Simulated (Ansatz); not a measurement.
CH$_{3}$NO$_{2}$Si, SMILES `O=C=N[SiH2]O`: the same geometry under several functionals.

```yaml
crystal:
  periodic: [false, false, false]
  atoms:
    - {symbol: O, position_ang: [1.115858, -2.983687, 0.461129]}
    - {symbol: C, position_ang: [0.870075, -1.863154, 0.264818]}
    - {symbol: N, position_ang: [0.648129, -0.713358, 0.029538]}
    - {symbol: Si, position_ang: [-0.035002, 0.851927, 0.135459]}
    - {symbol: O, position_ang: [-1.552394, 0.889939, -0.470720]}
    - {symbol: H, position_ang: [-0.155193, 1.233687, 1.555763]}
    - {symbol: H, position_ang: [0.875189, 1.744341, -0.616967]}
    - {symbol: H, position_ang: [-1.674563, 0.783206, -1.414921]}
basis:
  gaussian: {orbitals: def2-TZVPP}
hamiltonian: {xc: {name: LC-wPBE}}
output: {orbitals: {seedname: orbitals}}
```

```sh
$ ansatz run in.yaml --threads 2 --pin off --events-out ev --progress --plain --max-ram 4352MiB
```

Shortened log:

```
Functional definition: LC-wPBE
1102 factors; their error is unknown
333 factors; integrals over basis functions are off by at most 4.2e-5 eV
mean field evaluation 1: about -14539.2439 eV, gradient 6.7e1 eV
mean field evaluation 2: about -14538.8759 eV, gradient 7.0e1 eV
mean field evaluation 4: about -14546.1810 eV, gradient 3.3e0 eV
mean field evaluation 8: about -14546.1972 eV, gradient 8.5e-2 eV
mean field evaluation 16: about -14546.1779 eV, gradient 6.0e-5 eV
mean field -14546.17792051 eV, -534.5621788251 hartree, gradient 6.0e-5 eV, S^2 0.000000; 0 other end points of the search recorded, 0 dependent functions left out
reference -14546.17792051 eV, -534.5621788253 hartree; 23, 23 occupied and 185, 185 virtual orbitals, 1102 factors
Total energy: -14546.17792051 eV, -534.5621788253 hartree
```

Run time 3.1 s (2 threads of an Intel Xeon Platinum 8259CL on a shared host); peak host memory 0.31 GiB.

With the line `hamiltonian: {xc: {name: r2SCANh}, dispersion: d4}` (abridged; 4.9 s):

```
Functional definition: r2SCANh
mean field evaluation 16: about -14548.4736 eV, gradient 4.8e-5 eV
mean field -14548.47362417 eV, -534.6465443786 hartree, gradient 4.8e-5 eV, S^2 0.000000
Total energy: -14548.51305533 eV, -534.6479934470 hartree
```

With the line `hamiltonian: {xc: {name: B97M-V}}` (abridged; 8.5 s):

```
Functional definition: B97M-V
mean field evaluation 16: about -14549.5395 eV, gradient 6.6e-4 eV
mean field -14549.53945455 eV, -534.6857129226 hartree, gradient 2.3e-5 eV, S^2 0.000000
Total energy: -14549.53951043 eV, -534.6857149763 hartree
```

With the line `hamiltonian: {xc: hse06, dispersion: d4}` (abridged; 4 s):

```
Functional definition: HSE06
mean field evaluation 16: about -14541.8232 eV, gradient 4.1e-5 eV
mean field -14541.82323995 eV, -534.4021472664 hartree, gradient 4.1e-5 eV, S^2 0.000000
Total energy: -14541.94115102 eV, -534.4064804183 hartree
```

Changing it to `hamiltonian: {xc: {name: B3LYP}, dispersion: d4}` and forces (abridged; 5.5 s):

```
Functional definition: B3LYP
mean field evaluation 16: about -14553.6410 eV, gradient 5.1e-5 eV
mean field -14553.64097875 eV, -534.8364411570 hartree, gradient 5.1e-5 eV, S^2 0.000000
Total energy: -14553.88421520 eV, -534.8453799315 hartree
Atom 0 force     0.071683    -0.333879     0.060366 eV/Å
Atom 1 force    -0.037091     0.182918    -0.040193 eV/Å
Atom 2 force     0.007761     0.042310    -0.017604 eV/Å
Atom 3 force     0.175508     0.169184     0.127069 eV/Å
Atom 4 force    -0.111440     0.005289    -0.060596 eV/Å
Atom 5 force     0.009583    -0.017138    -0.092116 eV/Å
Atom 6 force    -0.060622    -0.047584     0.056518 eV/Å
Atom 7 force    -0.055382    -0.001100    -0.033445 eV/Å
Dipole moment:    -0.068539     0.338773    -0.272723 e Å
```

The same input with `hamiltonian: {xc: {name: revPBE}, dispersion: d4}` (abridged; 2.4 s):

```
Functional definition: revPBE
mean field evaluation 16: about -14549.2963 eV, gradient 8.6e-5 eV
mean field -14549.29632299 eV, -534.6767780027 hartree, gradient 2.9e-5 eV, S^2 0.000000
Total energy: -14549.77306034 eV, -534.6942977769 hartree
```

HSE06 is the plane-wave form, built on full-range PBE exchange.

B3LYP takes the VWN-RPA correlation (the form of Gaussian; ORCA's B3LYP/G).
